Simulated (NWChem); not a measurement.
CH3ClOSi, singlet; SMILES CO[Si]Cl

```xyz
7

Si     1.1272     0.1203    -0.0003
Cl    -0.4877     1.5058     0.0000
O      0.3398    -1.3265     0.0002
C     -0.9917    -1.7768     0.0012
H     -1.7028    -0.9356    -0.0024
H     -1.1646    -2.4018    -0.8886
H     -1.1658    -2.3948     0.8957
```
Atoms are numbered in this order, from 1.

Level: PBE0/def2-SVP (NWChem), optimised geometry, unscaled harmonic frequencies. Low-valent species are run as closed-shell singlets; no triplet was tried in these runs.

Task: List the harmonic frequencies with IR intensities, and the thermochemistry.

Result: 
```
frequency (cm⁻¹)  IR intensity (km/mol)
----------------  ---------------------
87                                  0.0
173                                 6.9
196                                10.9
348                                 1.9
500                               142.4
748                                71.1
1168                              108.1
1176                                2.2
1208                              193.4
1460                                3.0
1470                                7.8
1475                                4.6
3047                               47.7
3150                               17.1
3153                               10.3
```

```json
{
 "zero_point_energy": "27.7 kcal/mol",
 "thermal correction to the enthalpy at 298.15 K (with zero-point energy)": "31.7 kcal/mol",
 "heat capacity Cv": "16.1 cal/(mol K)",
 "entropy at 298.15 K and 1 atm (symmetry number 1)": "76.2 cal/(mol K)",
 "dipole_moment": "1.69 D"
}
```

Rigid rotor and harmonic oscillator; modes under 100 cm⁻¹ make the entropy uncertain.
